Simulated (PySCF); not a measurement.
Molecule: `[H]/N=C\[SiH2]C#C[SiH3]`, C3H7NSi2.

Structure with atom numbers: `[H]/[N:1]=[CH:2]\[SiH2:3][C:4]#[C:5][SiH3:6]` (H(Xn): hydrogen on atom n).

Geometry PBE0-D3(BJ)/def2-SVP throughout; GIAO in PySCF 2.14.0 with density-fitted response routines, gas phase, one conformer, non-relativistic; equivalent atoms averaged; functional PBE0.

(1) How do the shifts δ (against NH3, TMS at the same level) depend on the basis set? (a selection of nuclei; ppm; last column core-seconds on shared hosts with different chips, so compare them loosely)

(2) Which nucleus among those listed moves most, in ppm?

(3) Taking the largest basis, def2-TZVP (240 functions), as the yardstick, rank the others by their worst heavy-atom deviation.

Answers

(1) 
```tsv
basis set	functions	N1	C2	C5	C4	Si3	Si6	H(N1)	H(C2)	H(Si3)	core-s
STO-3G	45	325.9	138.8	90.4	85.1	-71.4	-84.7	14.08	8.67	2.64	3.9
6-31G	76	429.6	171.1	110.8	103.5	-47.0	-66.5	14.37	9.65	4.76	7.4
6-31G*	106	404.4	168.8	107.6	101.8	-50.5	-63.8	13.15	8.96	4.65	10
def2-SVP	127	430.5	174.8	110.9	104.7	-78.9	-101.2	13.43	8.68	4.49	12
pcSseg-1	151	461.2	185.3	119.9	112.7	-76.6	-95.8	13.42	8.96	4.51	12
6-311+G(2d,p)	220	435.9	185.6	118.6	111.1	-77.1	-96.1	12.77	9.24	4.81	27
def2-TZVP	240	446.0	186.7	118.9	111.9	-77.3	-95.3	12.90	9.21	4.77	32
```

(2) N1 (imine nitrogen): from 325.9 ppm with STO-3G to 461.2 ppm with pcSseg-1. The smallest spread is 0.99 ppm, at H(C2). Proton shifts span only some 12 ppm, so a few tenths of a ppm matter as much there as several ppm in carbon.

(3) 6-311+G(2d,p) 10.1 ppm (220 functions), pcSseg-1 15.2 ppm (151 functions), def2-SVP 15.5 ppm (127 functions), 6-31G 30.4 ppm (76 functions), 6-31G* 41.6 ppm (106 functions), STO-3G 120.1 ppm (45 functions).

A small basis that lands close on one nucleus may do so by chance; judge by the trend and by all nuclei.
